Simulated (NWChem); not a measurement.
System: C₃H₅, doublet; SMILES [CH]=CC

NWChem input:

```
start job
memory heap 200 mb stack 900 mb global 1100 mb
geometry units angstroms noautoz
  C      0.298015    -1.321822    -0.000088
  C     -0.386532    -0.198567     0.000085
  C      0.180887     1.188343     0.000271
  H      0.082949    -2.390285    -0.000094
  H     -1.489846    -0.270032     0.000296
  H     -0.162782     1.751272    -0.883008
  H      1.279341     1.173309    -0.002773
  H     -0.157776     1.748875     0.887030
end
basis spherical
  * library def2-svp
end
dft
  odft
  mult 2
  xc r2scan
  grid coarse
  iterations 150
  mulliken
end
task dft gradient
```

Output (shortened):

```
             Northwest Computational Chemistry Package (NWChem) 7.3.0
             --------------------------------------------------------

 C1  symmetry detected

                             Geometry "geometry" -> ""
                             -------------------------

 Output coordinates in angstroms (scale by  1.889725989 to convert to a.u.)

  No.       Tag          Charge          X              Y              Z
 ---- ---------------- ---------- -------------- -------------- --------------
    1 C                    6.0000     0.29214625    -1.32300696    -0.00001253
    2 C                    6.0000    -0.39133443    -0.19910279    -0.00004777
    3 C                    6.0000     0.17740053     1.18726810    -0.00001763
    4 H                    1.0000     0.07606633    -2.39126536     0.00011747
    5 H                    1.0000    -1.49471577    -0.26952065     0.00009428
    6 H                    1.0000    -0.16567088     1.75039776    -0.88340103
    7 H                    1.0000     1.27583999     1.17119120    -0.00298077
    8 H                    1.0000    -0.16079379     1.74824696     0.88663765

 Effective nuclear repulsion energy (a.u.)      64.1131543984

                                 NWChem DFT Module
                                 -----------------

 Summary of "ao basis" -> "ao basis" (spherical)
 ------------------------------------------------------------------------------
       Tag                 Description            Shells   Functions and Types
 ---------------- ------------------------------  ------  ---------------------
 C                          def2-svp                 6       14   3s2p1d
 H                          def2-svp                 3        5   2s1p

            General Information
            -------------------
          SCF calculation type: DFT
          Wavefunction type:  spin polarized.
          No. of atoms     :     8
          No. of electrons :    23
           Alpha electrons :    12
            Beta electrons :    11
          Charge           :     0
          Spin multiplicity:     2
          Use of symmetry is: off; symmetry adaption is: off
          Maximum number of iterations: 150
          AO basis - number of functions:    67
                     number of shells:    33
          Convergence on energy requested:  1.00D-06
          Convergence on density requested:  1.00D-05
          Convergence on gradient requested:  5.00D-04

              XC Information
              --------------
                      r^2SCAN Method XC Functional
               r^2SCAN metaGGA Exchange Functional  1.000
                     r^2SCAN Correlation Potential  1.000

             Grid Information
             ----------------
          Grid used for XC integration:  coarse
          Radial quadrature: Mura-Knowles
          Angular quadrature: Lebedev.
          Tag              B.-S. Rad. Rad. Pts. Rad. Cut. Ang. Pts.
          ---              ---------- --------- --------- ---------
          C                   0.70       35          10.0       302
          H                   0.35       35          11.0       302
          Grid pruning is: on
          Number of quadrature shells:   280
          Spatial weights used:  Erf1

      Superposition of Atomic Density Guess
      -------------------------------------

 Sum of atomic energies:        -115.37082663

      Non-variational initial energy
      ------------------------------

 Total energy =    -117.073439
 1-e energy   =    -279.828716
 2-e energy   =      98.642122
 HOMO         =      -0.170763
 LUMO         =       0.034035

     ---------------------------------------------
      Total Density - Mulliken Population Analysis
     ---------------------------------------------

    Atom       Charge   Shell Charges
 -----------   ------   -------------------------------------------------------
    1 C    6     6.16   1.99  1.01  0.41  1.78  0.95  0.02
    2 C    6     6.23   1.99  0.97  0.26  1.94  1.02  0.04
    3 C    6     6.19   1.99  0.96  0.16  2.04  1.02  0.02
    4 H    1     0.87   0.64  0.21  0.03
    5 H    1     0.86   0.64  0.20  0.02
    6 H    1     0.89   0.67  0.20  0.03
    7 H    1     0.91   0.67  0.21  0.03
    8 H    1     0.89   0.66  0.20  0.03

     --------------------------------------------
      Spin Density - Mulliken Population Analysis
     --------------------------------------------

    Atom       Charge   Shell Charges
 -----------   ------   -------------------------------------------------------
    1 C    6     0.77   0.00  0.03  0.06  0.40  0.29  0.00
    2 C    6     0.05   0.00  0.00  0.00  0.03  0.00  0.01
    3 C    6     0.02   0.00  0.01 -0.02  0.02  0.00  0.00
    4 H    1     0.04   0.03  0.01  0.00
    5 H    1     0.09   0.06  0.04  0.00
    6 H    1     0.00   0.00  0.00  0.00
    7 H    1     0.02   0.00  0.02  0.00
    8 H    1     0.00   0.00  0.00  0.00

   convergence    iter        energy       DeltaE   RMS-Dens  Diis-err
 ---------------- ----- ----------------- --------- --------- ---------
 d= 0,ls=0.0,diis     1   -117.0264498562 -1.81D+02  4.86D-03  4.84D-02
                                                     3.45D-03  4.58D-02
 d= 0,ls=0.0,diis     2   -117.0552907540 -2.88D-02  1.97D-03  2.92D-03
                                                     1.00D-03  2.15D-03
 d= 0,ls=0.0,diis     3   -117.0566787762 -1.39D-03  4.78D-04  5.57D-04
                                                     3.75D-04  5.90D-04
 d= 0,ls=0.0,diis     4   -117.0570576604 -3.79D-04  1.73D-04  8.53D-05
                                                     1.46D-04  7.47D-05
 d= 0,ls=0.0,diis     5   -117.0571420691 -8.44D-05  1.45D-04  2.33D-05
                                                     1.01D-04  1.62D-05
  Resetting Diis
 d= 0,ls=0.0,diis     6   -117.0571820417 -4.00D-05  6.53D-05  5.24D-06
                                                     1.17D-04  1.50D-05
 d= 0,ls=0.0,diis     7   -117.0571994454 -1.74D-05  1.23D-04  1.19D-05
                                                     5.14D-05  3.34D-06
 d= 0,ls=0.0,diis     8   -117.0571913881  8.06D-06  5.80D-05  2.66D-05
                                                     6.11D-05  3.59D-05
 d= 0,ls=0.0,diis     9   -117.0572102738 -1.89D-05  4.12D-05  9.16D-07
                                                     3.94D-05  5.85D-07
 d= 0,ls=0.0,diis    10   -117.0572131986 -2.92D-06  4.18D-05  5.11D-07
                                                     4.07D-05  4.28D-07
 d= 0,ls=0.0,diis    11   -117.0572145446 -1.35D-06  3.68D-06  1.43D-08
                                                     3.15D-06  1.36D-08
 d= 0,ls=0.0,diis    12   -117.0572145580 -1.35D-08  5.70D-07  5.69D-10
                                                     4.00D-07  3.11D-10

         Total DFT energy =     -117.057214558036
      One electron energy =     -282.756074630955
           Coulomb energy =      119.539698421712
    Exchange-Corr. energy =      -17.953992747213
 Nuclear repulsion energy =       64.113154398420

 Numeric. integr. density =       23.000011753339

                    DFT Final Alpha Molecular Orbital Analysis
                    ------------------------------------------

 Vector   10  Occ=1.000000D+00  E=-3.439841D-01
              MO Center=  2.6D-01,  8.3D-01, -1.7D-03, r^2= 2.2D+00
   Bfn.  Coefficient  Atom+Function         Bfn.  Coefficient  Atom+Function
  ----- ------------  ---------------      ----- ------------  ---------------
    32      0.368488  3 C  px                58      0.344076  7 H  s
    48      0.193851  5 H  s                 18     -0.180702  2 C  px
    53     -0.167277  6 H  s                 63     -0.165554  8 H  s
     5     -0.164047  1 C  py                35      0.150414  3 C  px
    59      0.146341  7 H  s                 33     -0.131090  3 C  py

 Vector   11  Occ=1.000000D+00  E=-2.438523D-01
              MO Center=  1.4D-02, -6.4D-01,  2.7D-04, r^2= 2.0D+00
   Bfn.  Coefficient  Atom+Function         Bfn.  Coefficient  Atom+Function
  ----- ------------  ---------------      ----- ------------  ---------------
     6      0.446353  1 C  pz                20      0.351459  2 C  pz
     9      0.299972  1 C  pz                23      0.230163  2 C  pz
    53      0.135141  6 H  s                 63     -0.135611  8 H  s
    34     -0.127417  3 C  pz                54      0.083677  6 H  s
    64     -0.083896  8 H  s                 37     -0.066064  3 C  pz

 Vector   12  Occ=1.000000D+00  E=-2.101315D-01
              MO Center=  2.8D-01, -1.1D+00, -5.7D-05, r^2= 1.8D+00
   Bfn.  Coefficient  Atom+Function         Bfn.  Coefficient  Atom+Function
  ----- ------------  ---------------      ----- ------------  ---------------
     4      0.544041  1 C  px                 7      0.405626  1 C  px
     3      0.276102  1 C  s                 48      0.220125  5 H  s
    49      0.172848  5 H  s                 43     -0.154619  4 H  s
     2      0.152109  1 C  s                 18     -0.150370  2 C  px
    31     -0.144180  3 C  s                 33      0.142333  3 C  py

[...]

                         DFT ENERGY GRADIENTS

    atom               coordinates                        gradient
                 x          y          z           x          y          z
   1 C       0.552076  -2.500121  -0.000024   -0.002331   0.003567   0.000009
   2 C      -0.739515  -0.376250  -0.000090    0.001562  -0.002175  -0.000001
   3 C       0.335238   2.243611  -0.000033   -0.000528  -0.000718   0.000005
   4 H       0.143745  -4.518836   0.000222   -0.000012   0.000167   0.000001
   5 H      -2.824603  -0.509320   0.000178    0.001069  -0.000329  -0.000010
   6 H      -0.313073   3.307772  -1.669386    0.000206  -0.000263   0.000080
   7 H       2.410988   2.213230  -0.005633   -0.000180   0.000019  -0.000007
   8 H      -0.303856   3.303708   1.675502    0.000215  -0.000267  -0.000075
```

Level: r2SCAN/def2-SVP, spin-unrestricted. Structure relaxed at the PBE0/def2-SVP, spin-unrestricted level. No stability test was run on the SCF state.
